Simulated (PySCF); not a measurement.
Vertical excitations of a molecule C8H6N2Se from TDA-B3LYP/def2-SVP (PySCF), as energy in eV (oscillator strength): 4.01 (0.021), 4.18 (0.006), 4.44 (0.357), 4.53 (0.036), 4.77 (0.145), 4.91 (0.014). Lowest triplet (TDA): 2.92 eV. Geometry: B3LYP-D3(BJ)/def2-SVP. One conformer was computed; it need not be the lowest.

Question: Pick the molecule that these values belong to.
A. c1c[se]c(-c2cncnc2)c1
B. CCc1c[se]c(C#N)c1C#N
C. c1cnc(-c2ccc[se]2)nc1

Answer: A, c1c[se]c(-c2cncnc2)c1
